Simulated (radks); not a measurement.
Valence configurations of the iron ion Fe+ (all share [Ar]). Calculated with a radial shooting solver on a logarithmic mesh with Libxc functionals: Dirac Kohn-Sham, PBEsol, spin-unpolarised, spherical densities, point nucleus; open shells are shared between the two j in proportion to 2j + 1. Order these by energy: 3d7; 3d5 4s2; 3d6 4p1; 3d6.5 4p0.5; 3d6.5 4s0.5; 3d6 4s0.5 4p0.5; 3d4.5 4p2.5; 3d6 4s1; 3d5 4s1 4p1; 3d5.5 4s1.5.

Answer. From the lowest, in eV above it: 3d7 0.000; 3d6.5 4s0.5 0.720; 3d6 4s1 2.152; 3d6.5 4p0.5 3.116; 3d5.5 4s1.5 4.418; 3d6 4s0.5 4p0.5 4.679; 3d6 4p1 7.228; 3d5 4s2 7.641; 3d5 4s1 4p1 13.279; 3d4.5 4p2.5 26.953. NIST lists [Ar] 3d6 4s1 as the ground configuration; this level of theory puts 3d7 lower, by 2.152 eV. The energies are those of spherical spin-averaged densities, not of single terms.
